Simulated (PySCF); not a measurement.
**Calculated NMR parameters of N#CC/C(F)=C\[SiH3]**

* Formula: C4H6FNSi
* SMILES: N#CC/C(F)=C\[SiH3]
* InChI: InChI=1S/C4H6FNSi/c5-4(3-7)1-2-6/h3H,1H2,7H3/b4-3+
* Point group of the computed structure: C1
* Degrees of unsaturation: 3
* Carbon signals: 4
* Proton signals: 3

Molfile (atoms numbered from 1):
```
C4H6FNSi
     RDKit          3D

 13 12  0  0  0  0  0  0  0  0999 V2000
   -1.2098   -1.5644    2.2282 N   0  0  0  0  0  0  0  0  0  0  0  0
   -1.2903   -1.1213    1.1786 C   0  0  0  0  0  0  0  0  0  0  0  0
   -1.3888   -0.5404   -0.1404 C   0  0  0  0  0  0  0  0  0  0  0  0
   -0.8065    0.8454   -0.1308 C   0  0  0  0  0  0  0  0  0  0  0  0
   -1.7644    1.8016   -0.0197 F   0  0  0  0  0  0  0  0  0  0  0  0
    0.4705    1.1765   -0.2007 C   0  0  0  0  0  0  0  0  0  0  0  0
    1.8825   -0.0608   -0.3359 Si  0  0  0  0  0  4  0  0  0  0  0  0
   -2.4445   -0.4943   -0.4237 H   0  0  0  0  0  0  0  0  0  0  0  0
   -0.8468   -1.1763   -0.8443 H   0  0  0  0  0  0  0  0  0  0  0  0
    0.7011    2.2320   -0.1676 H   0  0  0  0  0  0  0  0  0  0  0  0
    1.6926   -0.8388   -1.5674 H   0  0  0  0  0  0  0  0  0  0  0  0
    1.8736   -0.9593    0.8172 H   0  0  0  0  0  0  0  0  0  0  0  0
    3.1264    0.7004   -0.4113 H   0  0  0  0  0  0  0  0  0  0  0  0
  1  2  3  0
  2  3  1  0
  3  4  1  0
  4  5  1  0
  4  6  2  0
  6  7  1  0
  3  8  1  0
  3  9  1  0
  6 10  1  0
  7 11  1  0
  7 12  1  0
  7 13  1  0
M  END
```

- GFN2-xTB geometry
- shielding tensors at PBE0/pcSseg-1 (GIAO)
- run in PySCF 2.14.0 with density-fitted response routines
- fast rotation and ring inversion assumed for equivalent nuclei, no relativistic terms, a single conformation, in vacuum

References, each an isolated molecule treated in the same way: $^{1}$H (31.72 ppm), $^{13}$C (186.93 ppm), $^{29}$Si (349.16 ppm) vs TMS; $^{19}$F (170.95 ppm) vs CFCl3; NH3 for $^{15}$N (267.73 ppm).

```tsv
carbon	δC, type	δH (multiplicity)	HMBC from (2–3 bonds)	span of the C tensor (ppm)
C2	118.9, C	–	H8/H9	339
C3	22.3, CH2	3.19 (m)	H10	26
C4	172.9, C	–	H10, H11/H12/H13, H8/H9	178
C6	100.7, CH	5.49 (m)	H11/H12/H13, H8/H9	180
```

Other nuclei:
```tsv
atoms	nucleus	environment	δ (ppm)	σ (ppm)
H11/H12/H13	$^{1}$H	hydrogen on a silicon bonded to C	4.29	27.43
F5	$^{19}$F	vinylic fluorine	-41.3	212.2
Si7	$^{29}$Si	silicon bonded to C, 3 H	-85.3	434.4
N1	$^{15}$N	nitrile nitrogen	303.8	-36.1
```

Carbon types of the structure: 2 × C, 1 × CH, 1 × CH2, leaving 3 H on heteroatoms. δC 172.9: fully substituted alkene carbon. δC 118.9: nitrile carbon; typical of a nitrile. δC 100.7: alkene CH; the olefinic region. δC 22.3: allylic sp3 CH2; aliphatic region, no heteroatom directly attached. δH 3.19: hydrogen on an allylic sp3 CH2; allylic position.

Splittings by $^{19}$F in the carbon and heteronuclear signals aren't shown, as no couplings were computed. Shifts are as computed. Against solution values, carbons near 30 ppm lie about +3 ppm off and those near 130 ppm about +5 ppm. Of 1309 compounds with measured shifts, 239 miss one by over three times the rms of a fit or turn the order of signals round; such compounds aren't used in these exercises. Unscaled 19F shifts against computed CFCl3 carry errors that often reach 10 to 50 ppm. Experimental scales use liquid or dissolved standards, which lie at an offset from isolated NH3 (liquid NH3: subtract about 20 ppm). Unscaled 15N shifts of sp2 nitrogen come out 20 to 40 ppm too high even then. Multiplicities follow the n + 1 count of equivalent neighbours, as no J values were calculated; m marks all less simple cases, F and P coupling included.
